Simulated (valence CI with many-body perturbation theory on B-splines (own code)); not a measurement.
Cr II: one-electron terms

Level of theory: configuration interaction combined with many-body perturbation theory (CI+MBPT): five valence electrons over a frozen Dirac-Fock core [Ar], radial functions for each j: 9 s, 9 p, 9 d, 7 f, 4 g, 2 h, with the one-electron correlation potential Σ1, the two-electron term Σ2, the three-electron term Σ3, Breit, model QED; selected CI, second order for the rest, scaled by the run's own slope (own B-spline code, finite nucleus).

Set against measurement, 16 paired levels are off by 1655 cm⁻¹ on average, the worst by 2709. These come from a selection out of the NIST Handbook of Basic Atomic Spectroscopic Data. Levels without a partner in it may be off by more, other configurations by 1,000 to 4,000 cm⁻¹. Among the levels kept, up to 1200 cm⁻¹ of a level comes from second order outside the variational space, and about a tenth of that is noise between levels of different J, which matters for small intervals. Only levels of the ground parity were solved; by the run's estimate the other parity begins above the list, which can be wrong where configurations are misplaced.

These are the spectroscopic orbitals of the CI (the correlating ones are not listed), shaped by the core and the other valence electrons. h is the expectation value of the core's Dirac-Fock operator, without the valence repulsion; Σ1 is computed up to l = 3 at one energy for each symmetry, that of its lowest orbital but kept below the first core excitation, so for empty shells it is not the orbital's own correlation shift; Breit and QED include the response of the core.

```
Orbital  h (hartree)  Σ1 (cm⁻¹)  Breit (cm⁻¹)  QED (cm⁻¹)  ⟨r⟩ (bohr)
  4s1/2      -2.0217      -3624          20.2        17.9       2.875
  5s1/2     -0.90677       -555           3.5         3.1       6.900
  6s1/2     -0.53899       -230           1.6         1.4       12.11
  4p1/2      -1.5868      -1639          14.8        -1.2       3.675
  5p1/2     -0.78744       -435           4.7        -0.4       8.065
  6p1/2     -0.48119       -192           2.2        -0.2       13.73
  4p3/2       -1.579      -1604           8.0        -0.5       3.694
  5p3/2     -0.78485       -428           2.6        -0.2       8.091
  6p3/2     -0.48005       -189           1.2        -0.1       13.76
  3d3/2      -3.0336     -13509         -36.0       -20.8       1.371
  4d3/2     -0.94167       -549          -1.0        -0.8       6.298
  5d3/2     -0.54817       -243          -0.4        -0.4       11.87
  3d5/2      -3.0278     -13404         -93.8       -18.7       1.375
  4d5/2     -0.94082       -548          -3.5        -0.7       6.306
  5d5/2     -0.54781       -242          -1.5        -0.3       11.87
  4f5/2     -0.63136      -40.3           0.0         0.0       8.914
  5f5/2     -0.41991      -27.6           0.0         0.0       14.79
  4f7/2     -0.63139      -40.3           0.0         0.0       8.914
  5f7/2     -0.41992      -27.6           0.0         0.0       14.78
  5g7/2     -0.40522                      0.0         0.0       13.43
  5g9/2     -0.40522                      0.0         0.0       13.43
```

Among the shells of the start configuration 3d5, Σ1 is largest in size for 3d3/2, where it is 2.0 % of h.

Lowest root of each symmetry, sizes in configuration state functions:

```json
{"J": "1/2", "Parity": "even", "Roots": "6", "Reference": "50", "Variational": "77814", "Second order": "5266457", "Change by selected CI (cm⁻¹)": "-20569", "Change by second order (cm⁻¹)": "-231"}
{"J": "3/2", "Parity": "even", "Roots": "9", "Reference": "84", "Variational": "65601", "Second order": "9542664", "Change by selected CI (cm⁻¹)": "-20295", "Change by second order (cm⁻¹)": "-528"}
{"J": "5/2", "Parity": "even", "Roots": "13", "Reference": "100", "Variational": "61745", "Second order": "12595747", "Change by selected CI (cm⁻¹)": "-16282", "Change by second order (cm⁻¹)": "-639"}
{"J": "7/2", "Parity": "even", "Roots": "10", "Reference": "88", "Variational": "61749", "Second order": "13735230", "Change by selected CI (cm⁻¹)": "-20165", "Change by second order (cm⁻¹)": "-705"}
{"J": "9/2", "Parity": "even", "Roots": "8", "Reference": "68", "Variational": "62862", "Second order": "13248034", "Change by selected CI (cm⁻¹)": "-20313", "Change by second order (cm⁻¹)": "-585"}
{"J": "11/2", "Parity": "even", "Roots": "6", "Reference": "40", "Variational": "62765", "Second order": "12351923", "Change by selected CI (cm⁻¹)": "-19598", "Change by second order (cm⁻¹)": "-808"}
{"J": "13/2", "Parity": "even", "Roots": "3", "Reference": "20", "Variational": "69735", "Second order": "9571169", "Change by selected CI (cm⁻¹)": "-21848", "Change by second order (cm⁻¹)": "-376"}
```
